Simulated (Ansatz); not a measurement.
Abridged output of a molecular run in Ansatz:

```
Functional definition: HF
1681 factors; integrals over basis functions are off by at most 8.7e-4 eV
mean field evaluation 1: about -23616.1393 eV, gradient 4.9e1 eV
mean field evaluation 2: about -23616.4958 eV, gradient 5.0e1 eV
mean field evaluation 4: about -23621.4496 eV, gradient 4.6e0 eV
mean field evaluation 8: about -23621.5514 eV, gradient 6.1e-1 eV
mean field evaluation 16: about -23621.5535 eV, gradient 8.7e-6 eV
mean field -23621.55354871 eV, -868.0760816509 hartree, gradient 8.7e-6 eV, S^2 0.000000; 0 other end points of the search recorded, 0 dependent functions left out
14 core orbitals not correlated: weight in the atoms' cores, before any rotation towards them, 1.000 or more for the frozen orbitals, at most 0.000 for the correlated occupied ones
reference -23621.55354871 eV, -868.0760816509 hartree; 18, 18 occupied and 246, 246 virtual orbitals, 1681 factors
second order -30.10893554 eV of doubles, -0.00000000 eV of singles
cycle   1  -30.04470183 eV  change    6.4e-2 eV  update   1.4e-1
cycle   2  -30.87562990 eV  change   -8.3e-1 eV  update   4.4e-2
cycle   3  -31.08938886 eV  change   -2.1e-1 eV  update   2.3e-2
cycle   4  -31.06097601 eV  change    2.8e-2 eV  update   5.4e-3
cycle   5  -31.05800786 eV  change    3.0e-3 eV  update   2.5e-3
cycle   6  -31.05992187 eV  change   -1.9e-3 eV  update   7.2e-4
cycle   7  -31.05957099 eV  change    3.5e-4 eV  update   2.6e-4
cycle   8  -31.05939438 eV  change    1.8e-4 eV  update   8.1e-5
cycle   9  -31.05943666 eV  change   -4.2e-5 eV  update   3.1e-5
cycle  10  -31.05944839 eV  change   -1.2e-5 eV  update   1.2e-5
perturbative correction -1.17702869 eV, -0.0432550066 hartree
Total energy: -23653.79002579 eV, -869.2607503330 hartree
```

Its atoms:

Cartesian coordinates in Å:
```
O 1.553 -0.249 0.059
C 0.421 0.025 0.377
Si -0.144 0.566 2.132
O -0.575 -0.034 -0.520
Si -0.107 -0.508 -2.072
F -1.479 -0.477 -2.874
H -0.765 1.907 2.021
H 1.050 0.595 3.004
H -1.142 -0.419 2.615
H 0.390 -1.894 -2.069
H 0.797 0.488 -2.674
```

Which basis set was used?
A. def2-QZVPP
B. cc-pV(Q+d)Z
C. def2-SVP
D. def2-TZVPP

D. It gives 278 functions.

Write the keys of the input that set method, charge and spin (a neutral closed shell needs none for the last two).


```yaml
correlation: {method: ccsd_t}
```
